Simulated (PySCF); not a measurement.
Vertical excitations of a molecule C2H8GeO from PySCF with TDA-PBE/def2-SVPD, as energy in eV (oscillator strength): 5.83 (0.006), 6.49 (0.012), 6.89 (0.016), 6.98 (0.049), 7.20 (0.025), 7.41 (0.050), 7.50 (0.011), 7.54 (0.021), 7.70 (0.014), 7.77 (0.003). Lowest triplet (TDA): 5.54 eV. Geometry: PBE-D3(BJ)/def2-SVP. One conformer was computed; it need not be the lowest.

Problem. Identify the compound among the candidates.
A) OC[CH2][GeH3]
B) CC[O][GeH3]
C) [CH3][GeH]([CH3])[OH]
D) C[CH2][GeH2][OH]

Solution. D, C[CH2][GeH2][OH]
